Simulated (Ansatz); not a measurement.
Cost and result for the atomization energy of C₂H₃F₂GaSi, SMILES `C#C[Si](F)(F)[GaH2]` (9 atoms, 8 bonds).

Cartesian coordinates in Å:
```
C 1.756 1.768 0.561
C 1.282 0.772 0.070
Si 0.370 -0.670 -0.563
F 1.155 -1.979 -0.109
F 0.461 -0.642 -2.154
Ga -1.917 -0.651 0.224
H 2.194 2.643 0.985
H -2.283 -1.344 1.582
H -3.019 0.103 -0.597
```

Total charge 0; spin multiplicity 1. Correlated methods include outer-core shells of Ga, which these sets cover unevenly. Scalar relativity is left out up to krypton. The structure was optimised at the PBE0-D4/def2-TZVP level. Program: Ansatz. All runs use 4 threads of an Intel Xeon Platinum 8488C on a shared host. Times are those of one run each, without the atoms' runs, and a repeat can differ threefold. Electronic energies, without spin–orbit coupling; frozen cores. CCSD(T)/CBS adds CCSD(T) − MP2 in def2-TZVPP to the MP2 limit, and its time is that of the two runs behind it. T1 = 0.013. With those shells the extrapolation isn't a true limit. B3LYP takes the VWN-RPA correlation (the form of Gaussian; ORCA's B3LYP/G). HSE06 is the plane-wave form, built on full-range PBE exchange.

CCSD(T)/CBS is a level of theory with its own doubt, some kJ/mol a heavy atom from the limit and from the frozen cores, so smaller differences don't rank the functionals.

| level | functions | wall time | atomization (kJ/mol) | difference from CCSD(T)/CBS | per bond |
| --- | --- | --- | --- | --- | --- |
| revPBE-D4/def2-TZVPP | 256 | 1.6 s | 3428.4 | -54.0 | -6.8 |
| BHLYP-D4/def2-TZVPP | 256 | 2.8 s | 3329.1 | -153.3 | -19.2 |
| HSE06-D4/def2-TZVPP | 256 | 3 s | 3451.7 | -30.7 | -3.8 |
| CAM-B3LYP-D4/def2-TZVPP | 256 | 3.3 s | 3471.1 | -11.3 | -1.4 |
| r2SCAN-D4/def2-TZVPP (with forces) | 256 | 3.3 s | 3481.6 | -0.8 | -0.1 |
| r2SCANh-D4/def2-TZVPP | 256 | 4 s | 3448.7 | -33.7 | -4.2 |
| B3LYP-D4/def2-TZVPP (with forces) | 256 | 4.1 s | 3440.5 | -41.9 | -5.2 |
| PBE-QIDH/def2-TZVPP | 256 | 5 s | 3450.0 | -32.4 | -4.0 |
| ωB97X-V/def2-TZVPP | 256 | 6.5 s | 3472.8 | -9.6 | -1.2 |
| CCSD(T)/def2-SVP | 121 | 7 s | 3232.0 | -250.4 | -31.3 |
| MP2/def2-QZVPP | 477 | 20 s | 3564.5 | 82.1 | 10.3 |
| CCSD(T)/def2-TZVPP | 256 | 2.6 min | 3389.7 | -92.7 | -11.6 |
| CCSD(T)/CBS(def2) | – | 2.9 min | 3482.4 | 0.0 | 0.0 |

From PBE to PBE0 (25 % exact exchange), in def2-TZVPP and without D4, the atomization energy moves by −78.1 kJ/mol: exact exchange takes away binding that semilocal exchange gives to molecules. Leaving LDA and LC-ωPBE aside and taking each functional with its dispersion term where it has one, the values, not all of them listed here, spread over 201.9 kJ/mol, from BHLYP-D4 to PBE-D4. LDA lies +469.6 kJ/mol from PBE without D4, its usual overbinding. In def2-TZVPP, CCSD(T) changes the Hartree–Fock value by +853.4 kJ/mol (the triples alone add +63.7 kJ/mol) and MP2 by +971.6 kJ/mol; breaking electron pairs costs correlation energy, which Hartree–Fock lacks.
